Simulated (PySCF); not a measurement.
# Mo: electron affinity

Mo⁻ [Kr] 4d5 5s2 (6S) → Mo [Kr] 4d5 5s1 (7S), as a difference of total energies. All numbers are calculated (PySCF 2.14, scalar relativity through the core potential, in aug-cc-pwCVDZ-PP with ECP28MDF (6s6p5d3f, 70 functions)). Correlated levels: valence and next inner shell: nothing frozen outside the core potential. The calculations carry no spin-orbit coupling.

```
                                method  electron affinity (eV)  error (eV)
                                   UHF                  -0.310      -1.057
    MP2 (valence and next inner shell)                   0.204      -0.543
SCS-MP2 (valence and next inner shell)                   0.282      -0.465
   CCSD (valence and next inner shell)                   0.500      -0.247
CCSD(T) (valence and next inner shell)                   0.632      -0.115
```

Reference: 0.747 eV (measured; photodetachment measurements, as compiled on the Wikipedia data page of electron affinities).

Errors of the correlated levels include the incompleteness of this basis.

A negative affinity means that the anion lies above the atom at that level of theory.

The coupled-cluster amplitudes are large for Mo⁻ (T1 above 0.03 or a double amplitude above 0.15), so a single reference is strained.
